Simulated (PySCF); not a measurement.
# Calculated NMR parameters of C/C=C(\C=O)C[SiH2]Cl

- Formula: C5H9ClOSi
- SMILES: C/C=C(\C=O)C[SiH2]Cl
- InChI: InChI=1S/C5H9ClOSi/c1-2-5(3-7)4-8-6/h2-3H,4,8H2,1H3/b5-2+
- Point group of the computed structure: C1
- Degrees of unsaturation: 2
- Carbon signals: 5
- Proton signals: 5

Bonds (- single, = double, # triple, : aromatic): C1-C2, C2=C3, C3-C4, C4=O5, C3-C6, C6-Si7, Si7-Cl8. C1 carries H9, H10, H11; C2 carries H12; C4 carries H13; C6 carries H14, H15; Si7 carries H16, H17. Stereochemistry as in C/C=C(\C=O)C[SiH2]Cl.

[PySCF: structure optimised with GFN2-xTB; GIAO PBE0/pcSseg-1 shieldings; gas phase; averaged over atoms made equivalent by symmetry, fast rotation or ring inversion; non-relativistic Hamiltonian; single conformer]

Scale: $^{1}$H (σref 31.72) and $^{13}$C (σref 186.93) and $^{29}$Si (σref 349.16) vs TMS; $^{17}$O (σref 336.08) against H2O (reference shieldings calculated alike).

```tsv
carbon	δC, type	δH (multiplicity)	HMBC from (2–3 bonds)	span of the C tensor (ppm)
C1	15.7, CH3	2.38 (d)	H12	36
C2	154.8, CH	6.89 (q)	H13, H9/H10/H11, H14/H15	233
C3	140.2, C	–	H13, H12, H16/H17, H9/H10/H11, H14/H15	198
C4	193.2, CH	10.44 (s)	H12, H14/H15	200
C6	26.6, CH2	1.85 (t)	H13, H12, H16/H17	21
```

Other nuclei:
```tsv
atoms	nucleus	environment	δ (ppm)	σ (ppm)
H16/H17	$^{1}$H	hydrogen on a silicon bonded to C, Cl	5.14	26.58
Si7	$^{29}$Si	silicon bonded to C, Cl, 2 H	-14.9	364.1
O5	$^{17}$O	aldehyde oxygen	669.6	-333.5
```

Carbon types of the structure: 1 × C, 2 × CH, 1 × CH2, 1 × CH3, leaving 2 H on heteroatoms. δC 193.2: aldehyde carbonyl carbon; low-lying n→π* states of the double bond to the heteroatom give a large paramagnetic term (-253 ppm). δC 154.8: β carbon of a C=C–C=O unit; conjugation with the carbonyl draws π density from the β position. δC 140.2: α carbon of a C=C–C=O unit; the olefinic region. δH 10.44: hydrogen on an aldehyde carbonyl carbon; deshielded by the polar, anisotropic C=O bond. δH 6.89: hydrogen on a β carbon of a C=C–C=O unit; a vinylic proton, deshielded by the sp2 carbon and the C=C anisotropy.

Shifts are as computed. Against solution values, carbons near 30 ppm lie about +3 ppm off and those near 130 ppm about +5 ppm. Of 1309 compounds with measured shifts, 239 miss one by over three times the rms of a fit or turn the order of signals round; such compounds aren't used in these exercises. Unscaled 17O shifts of doubly bonded oxygen tend to come out too high, by tens of ppm or more. Experimental scales use liquid or dissolved standards, which lie at an offset from isolated H2O (liquid H2O: subtract about 36 ppm). Multiplicities follow the n + 1 count of equivalent neighbours, as no J values were calculated; m marks all less simple cases, F and P coupling included.
